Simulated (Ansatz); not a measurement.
**TiH4O4 (SMILES O[Ti](O)(O)O): the vertical ionisation energy, rung by rung**

TiH4O4 has 9 atoms, charge 0, and is taken as a singlet. As SMILES, `O[Ti](O)(O)O`. Geometry: relaxed at PBE0-D4/def2-TZVP. This is one conformer, not always the lowest.

```
atom    x (Å)    y (Å)    z (Å)
   O  -0.1253   1.2684  -1.2727
  Ti   0.0001   0.0001  -0.0001
   O   1.6517  -0.7153  -0.0661
   O  -1.2356  -1.2792  -0.2838
   O  -0.2905   0.7263   1.6223
   H  -0.8135   1.4140  -1.9229
   H   2.2710  -0.8860   0.6445
   H  -1.1231  -2.1763  -0.6006
   H  -0.3348   1.6480   1.8794
```

Quantity: the vertical ionisation energy (to the doublet cation), in eV. The values are calculated.

```tsv
level	kind	program	value (eV)	CPU time (all runs)
HF/def2-SVP	Hartree–Fock	Ansatz	10.33	89 s
SVWN5/def2-SVP	LDA	Ansatz	10.19	36 s
BLYP/def2-SVP	GGA	Ansatz	9.81	100 s
r2SCAN/def2-SVP	meta-GGA	Ansatz	10.34	3.6 min
BHLYP/def2-SVP	global hybrid	Ansatz	11.07	1.7 min
CAM-B3LYP/def2-SVP	range-separated hybrid	Ansatz	11.04	94 s
MP2/def2-SVP	perturbation theory	Ansatz	11.28	1.8 min
CCSD/def2-SVP	coupled cluster or CI	Ansatz	11.08	12 min
```

The values span 9.81 to 11.28 eV. Times are those of the runs behind each value, whatever else they computed, on shared processors of several kinds: orders of magnitude only.
